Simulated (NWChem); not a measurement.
Everything below was run with NWChem. System: SeSn, charge 0, spin multiplicity 1, at a geometry optimised with PBE/def2-SVP with def2 effective core potentials on Sn. The structure started from a generated list of species. Level: MP2/def2-SVP with def2 effective core potentials on Sn, 13 core orbitals frozen.

Job file:

```
start mol
memory heap 200 mb stack 900 mb global 1100 mb
geometry units angstroms nocenter noautoz
  Sn     0.000000     0.000000     0.959386
  Se     0.000000     0.000000    -1.410862
  symmetry group C2v
end
basis spherical
  * library def2-svp
end
ecp
  Sn library def2-ecp
end
scf
  rhf
  nopen 0
  maxiter 100
  thresh 1e-7
  semidirect memsize 60000000 filesize 0
end
mp2
  freeze core 13
end
task mp2 energy
```

NWChem printed:

```
             Northwest Computational Chemistry Package (NWChem) 7.3.0
             --------------------------------------------------------

                                NWChem Input Module
                                -------------------

 Scaling coordinates for geometry "geometry" by  1.889725989
 (inverse scale =  0.529177249)

 Turning off AUTOSYM since
 SYMMETRY directive was detected!

                             Geometry "geometry" -> ""
                             -------------------------

 Output coordinates in angstroms (scale by  1.889725989 to convert to a.u.)

  No.       Tag          Charge          X              Y              Z
 ---- ---------------- ---------- -------------- -------------- --------------
    1 Sn                  50.0000     0.00000000     0.00000000     0.95938600
    2 Se                  34.0000     0.00000000     0.00000000    -1.41086200

 Effective nuclear repulsion energy (a.u.)     379.5389019628

            Nuclear Dipole moment (a.u.)
            ----------------------------
        X                 Y               Z
 ---------------- ---------------- ----------------
     0.0000000000     0.0000000000    -0.0000151178

      Symmetry information
      --------------------

 Group name             C2v
 Group number             16
 Group order               4
 No. of unique centers     2

      Symmetry unique atoms

     1    2


 Summary of "ao basis" -> "" (spherical)
 ------------------------------------------------------------------------------
       Tag                 Description            Shells   Functions and Types
 ---------------- ------------------------------  ------  ---------------------
 *                          def2-svp                  on all atoms

 Summary of "ao basis" -> "ao basis" (spherical)
 ------------------------------------------------------------------------------
       Tag                 Description            Shells   Functions and Types
 ---------------- ------------------------------  ------  ---------------------
 Sn                         def2-svp                10       26   4s4p2d
[...]
     1   1 0 0      0.000000      0.000000      0.000000
     1   0 1 0     -0.000000      0.000000      0.000000
     1   0 0 1      1.529769      0.000000    -50.763362

     2   2 0 0    -31.427062      0.000000      0.000000
     2   1 1 0      0.000000      0.000000      0.000000
     2   1 0 1      0.000000      0.000000      0.000000
     2   0 2 0    -31.427062      0.000000      0.000000
     2   0 1 1      0.000000      0.000000      0.000000
     2   0 0 2    -34.170995      0.000000    313.994210

                   NWChem MP2 Semi-direct Energy/Gradient Module
                   ---------------------------------------------

  Basis functions       =     58
  Molecular orbitals    =     58
  Frozen core           =     13
  Frozen virtuals       =      0
  Active alpha occupied =     15
  Active beta occupied  =     15
  Active alpha virtual  =     30
  Active beta virtual   =     30
  Use MO symmetry       = T
  Use skeleton AO sym   = T

  AO/Fock/Back tols     =   1.0D-09  1.0D-09  1.0D-09

 GA uses MA = F    GA memory limited = T

 Available:
  local mem=  1.26D+08
 global mem=  1.44D+08
 local disk=  0.00D+00
  mp2_memr nvloc                    30
  nvloc new                    30
   1 passes of  15:        3145728                      18337                   2570104.
   1 passes of  15: M    126147052           G      144172472           F     123001324.

 Semi-direct pass number   1 of   1  for RHF alpha+beta  at        0.9s
  vrange nnbf                  1676
  mp2_eaftype                    10  avail_ma_in_mb                  1099
 EAF : mp2_eaftype filesize          10    1285052.
  mp2_eaf for mointskh                     10
Node 0 wrote      6.0 Mb in      0.0 s     Agg I/O rate:  1386.0 Mb/s
 Done moints_semi at        3.1s
  mp2_eaftype                    10  avail_ma_in_mb                  1089
 EAF : mp2_eaftype filesize          10    1285052.
  mp2_eaf for kh                    10
 Done maket at        3.1s
 Done multipass loop at        3.1s

          -------------------------------------------
          SCF energy               -2612.946901464867
          Correlation energy          -0.320783674076
          Singlet pairs               -0.170602962311
          Triplet pairs               -0.150180711765
          Total MP2 energy         -2613.267685138942
          -------------------------------------------

          ---------------------------------------------------
                    Spin Component Scaled (SCS) MP2
          Same spin pairs                     -0.100120474510
          Same spin scaling factor             0.333333333333
          Opposite spin pairs                 -0.220663199566
          Opposite spin scaling fact.          1.200000000000
          SCS-MP2 correlation energy          -0.298169330982
          Total SCS-MP2 energy             -2613.245070795849
          ---------------------------------------------------

 -----------------------
 Performance information
 -----------------------

 Timer overhead =  1.24D-07 seconds/call

               Nr. of calls         CPU time (s)                 Wall time (s)                GFlops
             ---------------    -------------------     ------------------------------   -------------------
Name         Min   Avg   Max    Min     Avg     Max     Min     Avg     Max   Mx/calls   Min     Max     Sum
mp2: moin     1     1     1    2.1     2.1     2.1      2.1     2.1     2.1     2.1      0.0     0.0     0.0
mp2: make     1     1     1   4.22E-2 4.22E-2 4.22E-2  4.22E-2 4.22E-2 4.22E-2 4.22E-2   0.0     0.0     0.0
mp2: tota     1     1     1    2.2     2.2     2.2      2.2     2.2     2.2     2.2      0.0     0.0     0.0

 The average no. of pstat calls per process was 3.00D+00
 with a timing overhead of 3.72D-07s

 Task  times  cpu:        3.1s     wall:        3.1s

 Total times  cpu:        3.1s     wall:        3.1s
```
